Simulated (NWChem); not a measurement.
Everything below was run with NWChem. System: C₂H₂N, charge 0, spin multiplicity 2, at a geometry optimised with UPBE/def2-SVP. The structure started from a generated list of species. Its SCF solution wasn't tested for a lower state. Level: UM06-2X/def2-TZVP.

Output (cleaned and shortened):

```
             Northwest Computational Chemistry Package (NWChem) 7.3.0
             --------------------------------------------------------

                                NWChem Input Module
                                -------------------

 Scaling coordinates for geometry "geometry" by  1.889725989
 (inverse scale =  0.529177249)

 Turning off AUTOSYM since
 SYMMETRY directive was detected!

                             Geometry "geometry" -> ""
                             -------------------------

 Output coordinates in angstroms (scale by  1.889725989 to convert to a.u.)

  No.       Tag          Charge          X              Y              Z
 ---- ---------------- ---------- -------------- -------------- --------------
    1 C                    6.0000     0.00000000     0.00000000     1.20080400
    2 C                    6.0000     0.00000000     0.00000000    -0.18517300
    3 N                    7.0000     0.00000000     0.00000000    -1.37267200
    4 H                    1.0000     0.94939300     0.00000000     1.75745800
    5 H                    1.0000    -0.94939300     0.00000000     1.75745800

 Effective nuclear repulsion energy (a.u.)      52.3480760869

            Nuclear Dipole moment (a.u.)
            ----------------------------
        X                 Y               Z
 ---------------- ---------------- ----------------
     0.0000000000     0.0000000000    -0.0000037795

      Symmetry information
      --------------------

 Group name             C2v
 Group number             16
 Group order               4
 No. of unique centers     4

      Symmetry unique atoms

     1    2    3    4


 Summary of "ao basis" -> "" (spherical)
 ------------------------------------------------------------------------------
       Tag                 Description            Shells   Functions and Types
 ---------------- ------------------------------  ------  ---------------------
 *                         def2-tzvp                  on all atoms

                                 NWChem DFT Module
                                 -----------------

 Summary of "ao basis" -> "ao basis" (spherical)
 ------------------------------------------------------------------------------
       Tag                 Description            Shells   Functions and Types
 ---------------- ------------------------------  ------  ---------------------
 C                         def2-tzvp                11       31   5s3p2d1f
 N                         def2-tzvp                11       31   5s3p2d1f
 H                         def2-tzvp                 4        6   3s1p

 Summary of "ao basis" -> "ao basis" (spherical)
 ------------------------------------------------------------------------------
       Tag                 Description            Shells   Functions and Types
 ---------------- ------------------------------  ------  ---------------------
 C                         def2-tzvp                11       31   5s3p2d1f
 N                         def2-tzvp                11       31   5s3p2d1f
 H                         def2-tzvp                 4        6   3s1p

      Symmetry analysis of basis
      --------------------------

        a1         47
        a2         10
        b1         26
        b2         22

            General Information
            -------------------
          SCF calculation type: DFT
          Wavefunction type:  spin polarized.
          No. of atoms     :     5
          No. of electrons :    21
           Alpha electrons :    11
            Beta electrons :    10
          Charge           :     0
          Spin multiplicity:     2
          Use of symmetry is: on ; symmetry adaption is: on
          Maximum number of iterations: 100
          AO basis - number of functions:   105
                     number of shells:    41
          Convergence on energy requested:  1.00D-06
          Convergence on density requested:  1.00D-05
          Convergence on gradient requested:  5.00D-04

              XC Information
              --------------
                       M06-2X Method XC Functional
                     Hartree-Fock (Exact) Exchange  0.540
                        M06-2X Exchange Functional  1.000
[...]
   Bfn.  Coefficient  Atom+Function         Bfn.  Coefficient  Atom+Function
  ----- ------------  ---------------      ----- ------------  ---------------
    66      0.402387  3 N  s                 70     -0.364128  3 N  pz
    73     -0.227522  3 N  pz                39      0.213110  2 C  pz
    42      0.172990  2 C  pz                65      0.171534  3 N  s
    76     -0.167929  3 N  pz                35     -0.166311  2 C  s
    67      0.146432  3 N  s                  5      0.131077  1 C  s

 Vector    9  Occ=1.000000D+00  E=-4.226337D-01  Symmetry=b2
              MO Center= -1.0D-16,  1.3D-14, -4.9D-01, r^2= 1.4D+00
   Bfn.  Coefficient  Atom+Function         Bfn.  Coefficient  Atom+Function
  ----- ------------  ---------------      ----- ------------  ---------------
    38      0.323062  2 C  py                41      0.285098  2 C  py
    69      0.256488  3 N  py                72      0.216965  3 N  py
    44      0.127194  2 C  py                 7      0.114071  1 C  py
    75      0.105636  3 N  py                10      0.092478  1 C  py
    13      0.049821  1 C  py                83      0.025282  3 N  d -1

 Vector   10  Occ=1.000000D+00  E=-3.994447D-01  Symmetry=b1
              MO Center=  1.7D-15,  6.6D-16, -5.5D-01, r^2= 1.8D+00
   Bfn.  Coefficient  Atom+Function         Bfn.  Coefficient  Atom+Function
  ----- ------------  ---------------      ----- ------------  ---------------
    68      0.309062  3 N  px                37      0.276560  2 C  px
    71      0.261774  3 N  px                40      0.243141  2 C  px
    74      0.142126  3 N  px                43      0.136246  2 C  px
     6     -0.103813  1 C  px                95     -0.101345  4 H  s
   101      0.101345  5 H  s                  9     -0.077535  1 C  px

 Vector   11  Occ=0.000000D+00  E=-9.702557D-02  Symmetry=b2
              MO Center= -4.4D-16, -1.3D-16,  5.0D-01, r^2= 2.8D+00
   Bfn.  Coefficient  Atom+Function         Bfn.  Coefficient  Atom+Function
  ----- ------------  ---------------      ----- ------------  ---------------
    13      0.492265  1 C  py                 7      0.309341  1 C  py
    10      0.252949  1 C  py                69     -0.238267  3 N  py
    72     -0.217290  3 N  py                75     -0.187132  3 N  py
    44     -0.082129  2 C  py                41      0.035598  2 C  py
    52      0.032531  2 C  d -1              47      0.026753  2 C  d -1

 Vector   12  Occ=0.000000D+00  E= 4.901675D-02  Symmetry=b1
              MO Center= -1.9D-15, -1.0D-16,  4.0D-02, r^2= 3.6D+00
   Bfn.  Coefficient  Atom+Function         Bfn.  Coefficient  Atom+Function
  ----- ------------  ---------------      ----- ------------  ---------------
    96      1.127735  4 H  s                102     -1.127735  5 H  s
    12     -0.880121  1 C  px                74      0.418922  3 N  px
    40     -0.304081  2 C  px                68      0.287240  3 N  px
    37     -0.273839  2 C  px                71      0.262337  3 N  px
    43     -0.202436  2 C  px                23     -0.109394  1 C  d  1

 Vector   13  Occ=0.000000D+00  E= 6.903129D-02  Symmetry=a1
              MO Center=  8.2D-16, -8.8D-16,  1.2D+00, r^2= 5.8D+00
   Bfn.  Coefficient  Atom+Function         Bfn.  Coefficient  Atom+Function
  ----- ------------  ---------------      ----- ------------  ---------------
    67      2.976145  3 N  s                 45      2.500254  2 C  pz
    96     -1.426719  4 H  s                102     -1.426719  5 H  s
    14      1.221479  1 C  pz                35     -1.226328  2 C  s
     4      0.821002  1 C  s                  5     -0.783181  1 C  s
    76      0.742464  3 N  pz                11     -0.353951  1 C  pz

   alpha - beta orbital overlaps
   -----------------------------

   alpha      1      2      3      4      5      6      7      8      9     10
    beta      1      2      3      4      5      6      7      9      8     10
 overlap   1.000  1.000  1.000  1.000  0.999  0.999  1.000  0.982  1.000  0.999

   alpha     11     12     13     14     15     16     17     18     19     20
    beta     11     12     13     14     15     16     17     18     19     20
 overlap   0.977  0.999  0.995  0.953  0.993  0.999  0.980  0.953  0.967  0.999

   alpha     21     22     23     24     25     26     27     28     29     30
    beta     21     22     23     24     25     26     27     28     29     30
 overlap   0.988  0.986  0.987  0.990  0.962  0.983  0.964  0.998  0.991  0.998

   alpha     31     32     33     34     35     36     37     38     39     40
    beta     31     32     33     34     35     37     36     38     39     40
 overlap   0.916  0.913  0.998  0.999  0.998  0.997  0.999  0.997  0.997  1.000

   alpha     41     42     43     44     45     46     47     48     49     50
    beta     41     42     43     44     45     46     47     48     49     50
 overlap   0.995  1.000  0.996  0.996  0.967  1.000  0.998  0.970  0.999  1.000

   alpha     51     52     53     54     55     56     57     58     59     60
    beta     51     52     53     54     55     56     57     58     59     60
 overlap   0.997  0.999  0.997  1.000  0.999  1.000  0.999  0.994  0.996  0.999

   alpha     61     62     63     64     65     66     67     68     69     70
    beta     61     62     63     64     66     65     68     67     69     71
 overlap   0.999  0.999  0.998  0.998  0.995  0.999  0.996  0.998  1.000  0.998

   alpha     71     72     73     74     75     76     77     78     79     80
    beta     70     72     75     73     74     76     77     78     79     80
 overlap   0.994  0.837  0.836  0.979  0.979  0.996  0.998  0.996  0.996  0.999

   alpha     81     82     83     84     85     86     87     88     89     90
    beta     81     82     83     84     85     86     87     88     89     90
 overlap   0.998  0.985  0.998  0.985  0.982  1.000  0.981  1.000  0.999  0.999

   alpha     91     92     93     94     95     96     97     98     99    100
    beta     91     92     93     94     95     96     97     98     99    101
 overlap   0.996  0.989  0.999  0.989  0.998  0.999  0.999  1.000  0.999  0.999

   alpha    101    102    103    104    105
    beta    100    102    103    104    105
 overlap   1.000  0.999  1.000  1.000  1.000

     --------------------------
     Expectation value of S2:
     --------------------------
      <S2> =      0.7714 (Exact =     0.7500)

 center of mass
 --------------
 x =   0.00000000 y =   0.00000000 z =  -0.16487843

 moments of inertia (a.u.)
 ------------------
         178.626866064233           0.000000000000           0.000000000000
           0.000000000000         185.114776486466           0.000000000000
           0.000000000000           0.000000000000           6.487910422233

     Multipole analysis of the density
     ---------------------------------

     L   x y z        total         alpha         beta         nuclear
     -   - - -        -----         -----         ----         -------
     0   0 0 0     -0.000000    -11.000000    -10.000000     21.000000

     1   1 0 0      0.000000      0.000000      0.000000      0.000000
     1   0 1 0     -0.000000     -0.000000     -0.000000      0.000000
     1   0 0 1      1.431193      0.301992      1.129206     -0.000004

     2   2 0 0    -12.240012     -9.534845     -9.142704      6.437537
     2   1 1 0     -0.000000      0.000000     -0.000000      0.000000
     2   1 0 1      0.000000      0.000000     -0.000000      0.000000
     2   0 2 0    -13.792612     -7.899757     -5.892855      0.000000
     2   0 1 1     -0.000000     -0.000000     -0.000000      0.000000
     2   0 0 2    -13.933006    -60.857264    -53.866290    100.790547

 Task  times  cpu:        7.6s     wall:        7.6s

 Total times  cpu:        7.7s     wall:        7.7s
```

**Question.** Write an NWChem input that would produce this output.

**Answer.** Several could match; the one computed here: 
```
start mol
memory heap 200 mb stack 900 mb global 1100 mb
geometry units angstroms nocenter noautoz
  C      0.000000     0.000000     1.200804
  C      0.000000     0.000000    -0.185173
  N      0.000000     0.000000    -1.372672
  H      0.949393     0.000000     1.757458
  H     -0.949393     0.000000     1.757458
  symmetry group C2v
end
basis spherical
  * library def2-tzvp
end
dft
  xc m06-2x
  odft
  mult 2
  semidirect memsize 60000000 filesize 0
  iterations 100
  grid fine
end
task dft energy
```
